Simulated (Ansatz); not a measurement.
Reaction (ligand exchange at a B–S bond): `O[SiH2]SBF` + H₂Se → `FB[SeH]` + `O[SiH2]S`

Program: Ansatz. Geometries: PBE0-D4/def2-TZVP. ΔE: electronic, gas phase. CCSD(T)/CBS adds triple-zeta CCSD(T) − MP2 to the extrapolated MP2 energy (def2 sets, frozen cores). Functionals use def2-TZVPP. For Se outer-core shells are correlated without core-valence functions, which leaves a few kJ/mol of doubt a bond. Scalar relativity is left out up to krypton. Each species was taken in one conformer, which may not be the lowest.

```csv
level,ΔE (kJ/mol)
ωB97X-V,5.6
MP2/CBS(def2),2.9
```

Problem. What does CCSD(T)/CBS give? (An estimate is asked.)

Solution. Ansatz gave: +2.7 kJ/mol. The listed levels differ from it by 2.9, 0.2 kJ/mol.

Largest T1 diagnostic among the species: 0.013.

The D4 term adds +3.2 kJ/mol with B3LYP and +1.9 kJ/mol with PBE0; it sums over pairs of atoms, weighted by their polarisabilities, and B3LYP, whose exchange is more repulsive, gets the larger term.

B3LYP here is the variant with VWN-RPA as its local correlation; programs differ in this.
